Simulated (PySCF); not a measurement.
germylmethylgermane (CH8Ge2), SMILES [GeH3][CH2][GeH3]. Coordinates come from a PBE0-D3(BJ)/def2-SVP optimisation.

Computed equilibrium geometry at PBE0-D3(BJ)/def2-SVP (PySCF confirms it by a frequency run) as a Z-matrix, and its point group:
point group C2v.
```
C
H 1 1.1014
H 1 1.1014 2 107.29
Ge 1 1.9566 2 108.73 3 -117.44
H 4 1.5409 1 109.93 2 -61.91
H 4 1.5409 5 108.73 1 120.39
H 4 1.5416 5 108.87 6 118.48
Ge 1 1.9566 2 108.73 3 117.44
H 8 1.5409 1 109.93 2 61.91
H 8 1.5409 9 108.73 1 -120.39
H 8 1.5416 9 108.87 10 -118.48
```
